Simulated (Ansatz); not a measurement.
The inner images of a band of AlF$_{2}$H$_{3}$O (7 atoms, charge 0, multiplicity 1) are given out of order.

Level of theory: Ansatz 0.2.0, RKS PBE0/6-31G*.

First end point:

```xyz
7
Properties=species:S:1:pos:R:3
Al 0.079 0.012 0.135
H -0.017 0.728 1.547
F 1.436 0.236 -0.789
F -1.333 -0.296 -0.712
O 0.138 -1.910 0.674
H -0.663 -2.254 0.241
H 0.031 -2.042 1.629
```

Last end point:

```xyz
7
Properties=species:S:1:pos:R:3
Al 0.039 -0.595 -0.246
H 0.068 0.239 1.867
F 1.395 0.297 -0.493
F -1.421 0.095 -0.573
O 0.177 -2.249 0.111
H -0.603 -2.810 0.090
H 0.017 -0.502 1.969
```

Question: Put them in order from the first end to the last, with their energies above the first end.
A.
```xyz
7
Properties=species:S:1:pos:R:3
Al 0.053 -0.121 0.001
H -0.005 0.096 1.634
F 1.447 0.336 -0.751
F -1.391 0.030 -0.794
O 0.156 -1.948 0.643
H -0.609 -2.533 0.507
H 0.021 -1.385 1.484
```
B.
```xyz
7
Properties=species:S:1:pos:R:3
Al 0.060 -0.486 -0.231
H -0.009 -0.023 1.834
F 1.410 0.377 -0.594
F -1.401 0.128 -0.681
O 0.191 -2.113 0.287
H -0.616 -2.631 0.365
H 0.035 -0.778 1.744
```
C.
```xyz
7
Properties=species:S:1:pos:R:3
Al 0.058 -0.002 0.090
H -0.011 0.541 1.585
F 1.436 0.255 -0.794
F -1.355 -0.136 -0.782
O 0.132 -1.912 0.665
H -0.627 -2.416 0.330
H 0.037 -1.855 1.629
```
D.
```xyz
7
Properties=species:S:1:pos:R:3
Al 0.056 -0.259 -0.068
H 0.003 -0.069 1.682
F 1.437 0.358 -0.711
F -1.403 0.068 -0.760
O 0.160 -1.966 0.586
H -0.606 -2.552 0.485
H 0.024 -1.106 1.510
```
E.
```xyz
7
Properties=species:S:1:pos:R:3
Al 0.054 -0.548 -0.266
H -0.006 0.106 1.884
F 1.408 0.337 -0.552
F -1.405 0.125 -0.629
O 0.190 -2.191 0.151
H -0.612 -2.712 0.259
H 0.044 -0.643 1.877
```
F.
```xyz
7
Properties=species:S:1:pos:R:3
Al 0.059 -0.385 -0.144
H 0.000 -0.100 1.751
F 1.423 0.377 -0.657
F -1.402 0.104 -0.726
O 0.176 -2.028 0.449
H -0.611 -2.582 0.429
H 0.026 -0.911 1.621
```
G.
```xyz
7
Properties=species:S:1:pos:R:3
Al 0.051 -0.039 0.047
H -0.011 0.317 1.610
F 1.442 0.299 -0.782
F -1.372 -0.029 -0.810
O 0.142 -1.933 0.647
H -0.616 -2.504 0.440
H 0.035 -1.635 1.572
```

Answer: C (+0.8 kcal/mol), G (+3.7 kcal/mol), A (+10.8 kcal/mol), D (+21.1 kcal/mol), F (+12.4 kcal/mol), B (+4.7 kcal/mol), E (+2.2 kcal/mol).

Run time: 2.8 min on 1 thread of Arm Neoverse V1 (shared host), peak memory 0.13 GiB.
